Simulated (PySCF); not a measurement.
C₄H₄, SMILES C1=CC=C1.

The structure is a stationary point at PBE0-D3(BJ)/def2-SVP.

All values below come from TDDFT-PBE/def2-SVPD in PySCF.

Vertical excitations. Gas-phase values at a fixed geometry. State labels are in the subgroup D2h.

Computed UV-visible absorptions:
```json
[
 {"state": "S1", "symmetry": "B3g", "energy (eV)": "2.52", "λ (nm)": "492", "f": "0.000", "main pairs": "HOMO→LUMO 101 %"},
 {"state": "S2", "symmetry": "B3u", "energy (eV)": "5.15", "λ (nm)": "241", "f": "0.001", "main pairs": "HOMO−1→LUMO 87 %"},
 {"state": "S3", "symmetry": "B2g", "energy (eV)": "5.36", "λ (nm)": "231", "f": "0.000", "main pairs": "HOMO→LUMO+1 100 %"},
 {"state": "S4", "symmetry": "B3u", "energy (eV)": "5.46", "λ (nm)": "227", "f": "0.020", "main pairs": "HOMO→LUMO+2 88 %"},
 {"state": "S5", "symmetry": "Au", "energy (eV)": "5.70", "λ (nm)": "217", "f": "0.000", "main pairs": "HOMO→LUMO+4 100 %"},
 {"state": "S6", "symmetry": "B2u", "energy (eV)": "5.90", "λ (nm)": "210", "f": "0.007", "main pairs": "HOMO→LUMO+3 61 %, HOMO−2→LUMO 39 %"},
 {"state": "S7", "symmetry": "B1g", "energy (eV)": "6.33", "λ (nm)": "196", "f": "0.000", "main pairs": "HOMO→LUMO+5 99 %"},
 {"state": "S8", "symmetry": "B2g", "energy (eV)": "6.77", "λ (nm)": "183", "f": "0.000", "main pairs": "HOMO→LUMO+6 99 %"},
 {"state": "S9", "symmetry": "Au", "energy (eV)": "6.80", "λ (nm)": "182", "f": "0.000", "main pairs": "HOMO−3→LUMO 100 %"},
 {"state": "S10", "symmetry": "B1g", "energy (eV)": "7.02", "λ (nm)": "177", "f": "0.000", "main pairs": "HOMO−4→LUMO 99 %"},
 {"state": "T1", "symmetry": "B3g", "energy (eV)": "1.17", "λ (nm)": "1058", "f": "0", "main pairs": "HOMO→LUMO 99 %"},
 {"state": "T2", "symmetry": "B2u", "energy (eV)": "4.56", "λ (nm)": "272", "f": "0", "main pairs": "HOMO→LUMO+3 68 %, HOMO−2→LUMO 31 %"},
 {"state": "T3", "symmetry": "B3u", "energy (eV)": "4.61", "λ (nm)": "269", "f": "0", "main pairs": "HOMO−1→LUMO 98 %"},
 {"state": "T4", "symmetry": "B3u", "energy (eV)": "5.23", "λ (nm)": "237", "f": "0", "main pairs": "HOMO→LUMO+2 98 %"}
]
```
Triplets are in the Tamm–Dancoff approximation, which puts them higher than full response would, so one can lie above its singlet here.
